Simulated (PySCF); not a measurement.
# Ionising AlBi

UHF-CCSD(T); basis Al cc-pV(D+d)Z, Bi cc-pVDZ-PP with ECP60; scalar-relativistic core potentials; PySCF 2.14. Neutral (UHF): triplet (π ↑↑), Re = 2.865 Å, ωe = 227 cm⁻¹, De = 1.28 eV.

AlBi⁺ (UHF): quartet (σ ↑, π ↑↑), Re = 3.018 Å, ωe = 142 cm⁻¹. The energies at the minima are -455.63590 hartree for AlBi and -455.39553 for AlBi⁺.

(1) Work out the adiabatic ionisation energy, without and with harmonic zero-point energies (1 hartree = 27.2114 eV, 1 eV = 8065.5 cm⁻¹), and the change of the bond length.

Correlated steps freeze 9 core orbitals. Correlated levels converge slowly with the basis: in double zeta they bind strong bonds too weakly, by up to about 1 eV, and carry superposition errors of some tenths. These are scalar-relativistic numbers at best; spin–orbit coupling would shift them, the dissociation energy most. States were picked by a PBE0 search and need not be the measured ground states.

Results:

(1) At UHF-CCSD(T): 0.24037 hartree = 6.541 eV between the minima; the zero-point term (142.0 − 227.0)/2 cm⁻¹ = -0.005 eV makes it 6.536 eV. Re changes by +15.3 pm against the neutral. The electron leaves a σ orbital, and the longer bond of the ion fits a bonding orbital, or a change in how ionic the bond is.
